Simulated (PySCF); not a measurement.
How methods differ on the ionisation energy of W⁶⁵⁺

W⁶⁵⁺ [He] 2s2 2p5 [2p1/2^2 2p3/2^3, M_J = 3/2] → W⁶⁶⁺ [He] 2s2 2p4 [2p1/2^2 2p3/2^2, M_J = 2], as a difference of total energies. All numbers are calculated (PySCF 2.14, the two-component X2C-1e Hamiltonian, in an uncontracted even-tempered set (17 s from 49 bohr⁻², ratio 2.4; 13 p from 64 bohr⁻², ratio 2.4; 5 d from 220 bohr⁻², ratio 2.6; 4 f from 330 bohr⁻², ratio 2.6)). Correlated levels: nothing frozen; the 30 highest virtual spinors dropped. "Screened" scales the spin-orbit matrix elements by Boettger's factors to mimic the two-electron term; Breit and QED terms are absent.

```
                    method  ionisation energy (eV)
           GHF (spin-free)                 16349.2
          GMP2 (spin-free)                 16351.0
 GHF (screened spin-orbit)                 15950.3
GMP2 (screened spin-orbit)                 15952.0
```

For this ion Breit and QED terms and the two-electron picture change, all absent here, outweigh the correlation shift from GHF to GMP2.

The spin-free rows relax to the high-spin LS determinant and lack the spin-orbit shift.

The labels give the starting determinants; with spin-orbit coupling the two ends relaxed to ⟨J²⟩ = 3.75, ⟨L²⟩ = 2.03, ⟨S²⟩ = 0.78 and ⟨J²⟩ = 6.00, ⟨L²⟩ = 3.30, ⟨S²⟩ = 1.38.

For comparison: 15896 ± 11 eV (semi-empirical (NIST evaluation); NIST Atomic Spectra Database, ionization energies).
